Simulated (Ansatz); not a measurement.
Basis-set extrapolation for `C[C]1=[N][AlH]1` (PBE0-D4/def2-TZVP geometry, frozen core, the Gaussian-basis code of Ansatz). Multiplicity 1, RHF reference.

|  | def2-TZVPP | def2-QZVPP |
| --- | --- | --- |
| HF | -374.423024 | -374.436349 |
| MP2 correlation | -0.597035 | -0.637136 |
| CCSD(T) correlation | -0.652363 | not run |

Energies in hartree. Use E(X) = E(∞) + A·exp(−7.88·√X) for Hartree–Fock and E(X) = E(∞) + B·X^(−2.97) for correlation, with X = 3 and 4, and add CCSD(T) minus MP2 of the smaller set to the MP2 limit.

Task: What is the CCSD(T) energy at the basis-set limit?

Result: HF limit: -374.436349 + (-0.013325) × 0.13774 = -374.43818. MP2 limit: -0.637136 + (-0.040101) × 0.74074 = -0.66684. Higher-order term: -0.652363 − (-0.597035) = -0.05533. Total: -375.16035 hartree, 223.1 kJ/mol below CCSD(T)/def2-TZVPP.
